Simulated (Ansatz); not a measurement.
`O[SiH](F)N[SiH2]F` + `O[SiH](O)O` → `O[SiH](O)O[SiH2]F` + `N[SiH](O)F`  (ligand exchange at the Si–N bond)

Isolated molecules relaxed with PBE0-D4/def2-TZVP in Ansatz; ΔE leaves out vibrations. CCSD(T)/CBS adds triple-zeta CCSD(T) − MP2 to the extrapolated MP2 energy (def2 sets, frozen cores). This one scheme is used for every species. Functionals use def2-TZVPP. HSE06 is defined as in plane-wave codes. Each species was taken in one conformer, which may not be the lowest.

```json
{"level": "LDA (SPW92)", "ΔE (kJ/mol)": "-44.8"}
{"level": "HSE06-D4", "ΔE (kJ/mol)": "-49.0"}
```

(1) What does CCSD(T)/CBS give? (An estimate is asked.)

Largest T1 diagnostic among the species: 0.012.

Results:

(1) Ansatz gave: -53.1 kJ/mol. The listed levels differ from it by 8.3, 4.1 kJ/mol.

In def2-TZVPP, CCSD(T) changes the Hartree–Fock value by +14.1 kJ/mol (the triples alone add +2.3 kJ/mol) and MP2 by +14.2 kJ/mol. From PBE to PBE0 (25 % exact exchange), in def2-TZVPP and without D4, ΔE moves by −3.0 kJ/mol.
